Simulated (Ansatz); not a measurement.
Isolated molecules relaxed with PBE0-D4/def2-TZVP in Ansatz; ΔE leaves out vibrations. CBS: MP2 limit from def2 TZ/QZ plus the TZ coupled-cluster correction, frozen cores. This one scheme is used for every species. DFT in def2-TZVPP. One conformer a species, not always the lowest.

`CC(=O)OB(F)F` + `C[SiH2]O` → `C[SiH2]OC(C)=O` + `OB(F)F`  (substitution at a C–O bond)

(1) Is it downhill or uphill in electronic energy at CCSD(T)/CBS, and by how much? (Estimate.)

(2) What do these levels give: r2SCAN-D4, ωB97X-V, PBE0, CCSD(T)/def2-TZVPP, SCS-MP2/def2-QZVPP, CCSD/CBS(def2)? (An estimate is asked.)

Largest T1 diagnostic among the species: 0.014.

Answers

(1) The calculation gave: Downhill: ΔE = -39.2 kJ/mol.

(2) Computed: r2SCAN-D4 -38.6, ωB97X-V -38.7, PBE0 -38.6, CCSD(T)/def2-TZVPP -39.4, SCS-MP2/def2-QZVPP -38.3, CCSD/CBS(def2) -38.3 kJ/mol.

In def2-TZVPP, CCSD(T) changes the Hartree–Fock value by −4.0 kJ/mol (the triples alone add −0.9 kJ/mol) and MP2 by −5.0 kJ/mol.
